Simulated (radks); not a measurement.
The silicon ion Si11+ is in [He] 2s1. Calculated with a radial shooting solver on a logarithmic mesh with Libxc functionals: Dirac Kohn-Sham, relativistic LDA (MacDonald-Vosko exchange, VWN5 correlation), spin-unpolarised, spherical densities, finite nucleus; Fermi nuclear charge, rms radius of each element as measured or else 0.836 A^(1/3) + 0.57 fm. Sub-shells are occupied by j as written (lower j first in brackets). One electron is removed from 2s1/2, 1s1/2 in turn, with full relaxation. Which removal costs least, and what does each cost?

Answer. 2s1/2 519.07 eV; 1s1/2 2372.0 eV. The 2s1/2 electron leaves first.
